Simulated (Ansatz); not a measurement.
Species: H9BSi3, SMILES `[SiH3]B([SiH3])[SiH3]` (charge 0, multiplicity 1).

Q: Give a relaxed geometry from B3LYP-D3(BJ)/def2-TZVP (Ansatz, a first-principles code).

A: the end point of this relaxation (outside a Z-matrix the atoms follow the SMILES, hydrogens last).
Bonds (Å): Si1–B2 2.001, Si1–H5 1.484, Si1–H6 1.491, Si1–H7 1.484, B2–Si3 2.001, B2–Si4 2.002, Si3–H8 1.484, Si3–H9 1.492, Si3–H10 1.484, Si4–H11 1.485, Si4–H12 1.491, Si4–H13 1.484. Angles (°): B2–Si1–H5 113.8, B2–Si1–H6 104.1, B2–Si1–H7 114.2, H5–Si1–H6 107.8, H5–Si1–H7 108.6, H6–Si1–H7 108.0, Si1–B2–Si3 119.2, Si1–B2–Si4 121.7, Si3–B2–Si4 118.9, B2–Si3–H8 114.0, B2–Si3–H9 103.4, B2–Si3–H10 114.5, H8–Si3–H9 107.9, H8–Si3–H10 108.6, H9–Si3–H10 107.9, B2–Si4–H11 112.8, B2–Si4–H12 104.2, B2–Si4–H13 115.0, H11–Si4–H12 107.7, H11–Si4–H13 108.6, H12–Si4–H13 108.1.
